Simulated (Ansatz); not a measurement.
MoSeBr₄. Charge 0, multiplicity 1. Geometry r2SCAN-D4/def2-SVP, basis def2-TZVP, Ansatz.

| run | HOMO (eV) | LUMO (eV) |
| --- | --- | --- |
| A | -8.01 | -5.20 |
| B | -6.96 | -5.78 |
| C | -6.82 | -5.87 |
| D | -7.79 | -5.15 |
| E | -6.64 | -5.66 |

In the def2 sets Mo takes a core potential; there is no spin–orbit coupling.

Question: The runs used LDA (SPW92), PBE, PBE0, r2SCAN, r2SCAN0. Estimate which is which.

Answer: A r2SCAN0 (25 % exact exchange); B r2SCAN (0 % exact exchange); C LDA (SPW92) (0 % exact exchange); D PBE0 (25 % exact exchange); E PBE (0 % exact exchange). Exact exchange lowers occupied and raises empty levels; among semilocal functionals meta-GGAs tend to open the gap a little, and such runs are hard to tell apart. The gap grows from 0.95 eV (LDA (SPW92)) to 2.81 eV (r2SCAN0). The restricted singlet is unstable towards broken spin symmetry in Hartree–Fock (as tested in another run); at r2SCAN0-D4/def2-TZVP, r2SCAN-D4/def2-TZVP, LDA (SPW92)/def2-TZVP, PBE0-D4/def2-TZVP this wasn't settled.
